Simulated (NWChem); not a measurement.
## Extrapolating the UMP2 correlation energy of CH3OS

```xyz
6

C      0.3118    -1.3914     0.0000
S     -0.5096     0.2193     0.0000
O      0.6088     1.2468     0.0000
H      0.9381    -1.4816    -0.8994
H     -0.4630    -2.1725     0.0000
H      0.9381    -1.4816     0.8994
```
Charge 0, spin multiplicity 2.

All runs are NWChem calculations. Structure: optimised with UPBE0/def2-SVP, a minimum by its harmonic frequencies.

The correlated methods keep 7 core orbitals frozen. The structure started from a generated list of species. The unpaired electrons of the parent sit in orbitals of symmetry a" (Cs labels of the run); other states weren't searched. The stability of the SCF solutions was not checked. Open-shell Hartree-Fock references start from PBE0 orbitals; any time given for them includes that run.

Worked example. The UMP2 correlation energy is -440.94 mHa in cc-pVDZ and -567.29 mHa in cc-pVTZ. The form E(X) = E∞ + A/X³ turns the pair into an estimate of the basis-set limit.

E∞ = (3³·(-567.29) − 2³·(-440.94))/(3³ − 2³) = -620.5 mHa. The larger basis holds 91 % of that, at about 5 times the processor time of the smaller one. This is a two-point estimate, and a rough one from so small a pair.
